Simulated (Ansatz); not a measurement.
Reaction (substitution at a C–C bond): `C[CH]1[O][AlH]1` + H–F → `F[CH]1[O][AlH]1` + CH₄

Program: Ansatz. Geometries: PBE0-D4/def2-TZVP. ΔE: electronic, gas phase. CCSD(T)/CBS is the MP2 limit (def2-TZVPP, def2-QZVPP) plus CCSD(T) − MP2 in def2-TZVPP, frozen cores. This one scheme is used for every species. Functionals use def2-TZVPP.

`C[CH]1[O][AlH]1`:

```xyz
9

C    -0.370   -0.658   -0.990
C     0.431   -0.253    0.212
O     0.976    1.127    0.130
Al   -0.025    1.047    1.511
H     0.269   -0.690   -1.882
H    -1.192    0.032   -1.197
H    -0.794   -1.655   -0.843
H     1.233   -0.966    0.419
H    -0.529    2.015    2.641
```

H–F:

Cartesian coordinates in Å:
```
F 0.323 0.185 -0.271
H -0.323 -0.185 0.271
```

`F[CH]1[O][AlH]1`:

Cartesian coordinates in Å:
```
F -0.175 1.755 -0.626
C 0.184 0.431 -0.638
O 0.972 0.092 0.496
Al -0.506 -0.780 0.651
H 0.690 0.239 -1.586
H -1.165 -1.737 1.704
```

CH₄:

Z-matrix (Å, degrees):
```
C
H 1 1.090
H 1 1.090 2 109.5
H 1 1.090 2 109.5 3 -120.0
H 1 1.090 2 109.5 3 120.0
```

CCSD(T)/CBS gives +20.1 kJ/mol.

Q: Another level gave -1.8 kJ/mol. Which?
A. PBE0-D4/def2-TZVPP
B. SCS-MP2/def2-TZVPP
C. BLYP-D4/def2-TZVPP
D. PBE-D4/def2-TZVPP

A: C. BLYP-D4 -1.8, PBE-D4 3.2, PBE0-D4 9.5, SCS-MP2/def2-TZVPP 19.0 kJ/mol.

Largest T1 diagnostic among the species: 0.017.

At CCSD(T), def2-SVP lies −18.4 kJ/mol from the extrapolated value and def2-TZVPP −3.6 kJ/mol. From r2SCAN to r2SCAN0 (25 % exact exchange), in def2-TZVPP and without D4, ΔE moves by +6.2 kJ/mol. The D4 term adds +5.7 kJ/mol with B3LYP and +3.1 kJ/mol with PBE0; it sums over pairs of atoms, weighted by their polarisabilities, and B3LYP, whose exchange is more repulsive, gets the larger term.

B3LYP here is the variant with VWN-RPA as its local correlation; programs differ in this.
